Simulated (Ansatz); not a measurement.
Program: Ansatz. Geometries: PBE0-D4/def2-TZVP. ΔE: electronic, gas phase. CCSD(T)/CBS is the MP2 limit (def2-TZVPP, def2-QZVPP) plus CCSD(T) − MP2 in def2-TZVPP, frozen cores. Functionals use def2-TZVPP. B3LYP here is the variant with VWN-RPA as its local correlation; programs differ in this. For Br outer-core shells are correlated without core-valence functions, which leaves a few kJ/mol of doubt a bond. Scalar relativity is left out up to krypton. One conformer a species, not always the lowest.

Reaction (redistribution): `[F][Al]([Br])[Br]` + `C[Si](O)(S)Cl` → `[F][Al]([SH])[Br]` + `C[Si](O)(Cl)Br`

`[F][Al]([Br])[Br]`:

```xyz
4

F    -1.371    0.249    1.081
Al   -0.101    0.018    0.079
Br   -0.001    1.174   -1.816
Br    1.473   -1.441    0.656
```

`C[Si](O)(S)Cl`:

Cartesian coordinates in Å:
```
C 0.463 -1.119 -0.709
Si -0.466 0.255 0.099
O -0.022 1.631 -0.663
S -0.193 0.392 2.208
Cl -2.492 -0.057 -0.080
H 0.244 -1.138 -1.779
H 0.181 -2.078 -0.273
H 1.538 -0.977 -0.578
H -0.379 2.454 -0.324
H 1.126 0.635 2.098
```

`[F][Al]([SH])[Br]`:

```xyz
5

F     0.730    0.048   -2.064
Al    0.181    0.200   -0.529
S    -0.168   -1.598    0.608
Br   -0.174    2.243    0.303
H    -0.569   -0.893    1.682
```

`C[Si](O)(Cl)Br`:

Z-matrix (Å, degrees):
```
C
Si 1 1.838
H 1 1.092 2 109.7
H 1 1.092 2 109.9 3 -119.8
H 1 1.091 2 110.4 3 120.0
O 2 1.626 1 108.6 3 59.8
Cl 2 2.052 1 110.8 3 -61.2
Br 2 2.221 1 111.0 3 -179.4
H 6 0.959 2 118.6 1 177.6
```

```
             level  ΔE (kJ/mol)  difference from CCSD(T)/CBS
            PBE-D4          4.4                         -1.8
         r2SCAN-D4          5.6                         -0.6
           PBE0-D4          5.5                         -0.7
          B3LYP-D4          5.8                         -0.4
           ωB97X-V          6.3                          0.1
           ωB97M-V          5.5                         -0.7
            B2PLYP          6.1                         -0.1
               PBE          4.1                         -2.1
            r2SCAN          5.5                         -0.7
              PBE0          5.2                         -1.0
             B3LYP          5.5                         -0.7
     HF/def2-TZVPP          8.9                          2.7
    MP2/def2-TZVPP          6.5                          0.3
SCS-MP2/def2-TZVPP          6.9                          0.7
   CCSD/def2-TZVPP          7.1                          0.9
CCSD(T)/def2-TZVPP          6.8                          0.6
     HF/def2-QZVPP          9.3                          3.1
    MP2/def2-QZVPP          6.3                          0.1
SCS-MP2/def2-QZVPP          6.8                          0.6
      HF/CBS(def2)          9.3                          3.1
     MP2/CBS(def2)          5.9                         -0.3
    CCSD/CBS(def2)          6.5                          0.3
       CCSD(T)/CBS          6.2                            0
```

Largest T1 diagnostic among the species: 0.010.
